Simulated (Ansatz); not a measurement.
Relaxation of CH$_{7}$F$_{2}$NSiSn (13 atoms, charge 0, multiplicity 1), to a largest force component of 0.015 eV/Å in at most 40 steps.

The calculation used RKS BLYP/def2-SVP (Ansatz 0.2.0).

```xyz
13
Properties=species:S:1:pos:R:3
N -1.913 -1.624 0.333
Sn 0.089 -1.683 0.197
Si 0.925 0.479 -0.770
C 0.394 1.909 0.268
F 0.771 1.758 1.554
F 0.778 3.106 -0.256
H -2.282 -1.375 -0.639
H -2.145 -0.722 0.895
H 0.765 -1.897 1.840
H 0.557 -3.009 -0.819
H 0.474 0.625 -2.119
H 2.447 0.481 -0.717
H -0.839 1.918 0.246
```

Problem. Where does it end, and by what steps?

Solution. The forces met the threshold. After 33 steps the energy has fallen by 0.715 eV; F5 moved furthest, 0.89 Å.

```tsv
step	energy less start (eV)	largest force component (eV/Å)	accepted
0	0.0000	4.072	yes
2	-0.6858	0.272	yes
4	-0.7010	0.074	yes
6	-0.7063	0.107	yes
8	-0.7080	0.044	yes
10	-0.7086	0.042	yes
12	-0.7092	0.042	yes
14	-0.7103	0.086	yes
16	-0.7114	0.030	yes
18	-0.7123	0.054	yes
20	-0.7130	0.047	yes
22	-0.7136	0.077	yes
24	-0.7132	0.068	no
26	-0.7145	0.034	yes
28	-0.7147	0.016	yes
30	-0.7148	0.017	yes
32	-0.7148	0.016	yes
33	-0.7148	0.012	yes
```

```xyz
13
Properties=species:S:1:pos:R:3
N -1.846 -1.542 0.752
Sn 0.125 -1.752 0.054
Si 1.233 0.506 -0.753
C 0.146 1.928 0.024
F -0.091 1.633 1.367
F 0.800 3.143 -0.036
H -2.479 -1.329 -0.035
H -1.906 -0.726 1.382
H 1.005 -2.396 1.405
H 0.019 -2.939 -1.211
H 1.236 0.701 -2.243
H 2.628 0.683 -0.227
H -0.850 2.057 -0.464
```

The run took 2.4 min on 2 threads of Arm Neoverse V1, on a shared host, peak memory 0.2 GiB.
